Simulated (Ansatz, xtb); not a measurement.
Two structures of BClH7NSi2

Structure X is `BN([SiH3])[SiH2]Cl`, a singlet and structure Y is a singlet given by its coordinates. Both are isolated molecules in the gas phase, relaxed with PBE-D3(BJ)/def2-SVP; the shapes shown needn't be the lowest conformers.

X (Å):

```xyz
12

B    -2.5473   -0.8910   -1.2671
Cl   -3.1171    1.7598    1.9462
N    -2.1567   -0.5528    0.0579
Si   -0.4036   -0.3926    0.4156
Si   -3.3599   -0.2097    1.3076
H    -1.6842   -1.1163   -2.1003
H    -3.7276   -0.9583   -1.5617
H     0.3167   -1.6042   -0.0957
H    -0.2529   -0.2941    1.9073
H     0.1477    0.8447   -0.2290
H    -3.1255   -1.0818    2.5032
H    -4.7267   -0.3831    0.7311
```

Y (Å):

```xyz
12

B     1.8207   -0.0738   -0.8782
Cl    1.8937   -2.3882    1.6579
N     0.9847    0.7147    1.7311
Si    0.8819   -0.7680    0.8066
Si    1.9308    1.5474    0.5256
H     2.9308   -0.5186   -1.0926
H     0.9467   -0.3332   -1.6968
H    -0.5232   -1.2542    0.6167
H     0.6112    1.0137    2.6348
H     1.8243    1.1637   -1.2111
H     1.3666    2.8993    0.1768
H     3.4048    1.6772    0.7666
```

Close contacts (Å): B1–Si4 2.05, B1–Si5 2.15, Cl2–Si4 2.09, N3–Si4 1.75, N3–Si5 1.74, B1–H6 1.21, B1–H7 1.23, B1–H10 1.28, N3–H9 1.02, Si4–H8 1.50, Si5–H10 1.78, Si5–H11 1.51, Si5–H12 1.50.

Q: Estimate which is lower in electronic energy at CCSD(T)/def2-SVP + ΔMP2/def2-TZVPP, and by roughly how much.

A: The CCSD(T)/def2-SVP + ΔMP2/def2-TZVPP calculation puts structure X lower, by 30.8 kcal/mol.

The same difference at several levels:

| level | geometry | E(Y) − E(X) (kcal/mol) | departure from the last row (kcal/mol) | job, with rough time for the two |
| --- | --- | --- | --- | --- |
| PBE-D3(BJ)/def2-SVP | PBE-D3(BJ)/def2-SVP | +21.0 | −9.8 | optimisation, 2 min |
| HF/def2-SVP | PBE-D3(BJ)/def2-SVP | +54.4 | +23.6 | part of the CCSD(T) run |
| MP2/def2-SVP | PBE-D3(BJ)/def2-SVP | +35.6 | +4.8 | part of the CCSD(T) run |
| CCSD(T)/def2-SVP | PBE-D3(BJ)/def2-SVP | +37.2 | +6.4 | single point |
| CCSD(T)/def2-SVP + ΔMP2/def2-TZVPP | PBE-D3(BJ)/def2-SVP | +30.8 |  | single point, 61 s |

None of the levels shown reverses the order. The largest departure from CCSD(T)/def2-SVP + ΔMP2/def2-TZVPP is that of HF/def2-SVP, 23.6 kcal/mol. Levels run at GFN2-xTB geometries aren't shown. The last row adds to CCSD(T) the change of the MP2 difference between the two basis sets, here −6.4 kcal/mol, a large step that makes the value less sure.

With thermal terms from frequencies at re-optimised GFN2-xTB minima (ideal gas, soft modes damped towards free rotors, one conformer each, 298.15 K, 1 atm): the zero-point term adds +0.7 kcal/mol; ΔH is +31.4 and ΔG +31.9 kcal/mol.

The correlated steps freeze 17 core orbitals. Programs: Ansatz 0.2.0, xtb 6.7.1; the last row on 2 threads of AMD EPYC 7R43 64-Core Processor (Zen 3) on a shared host.
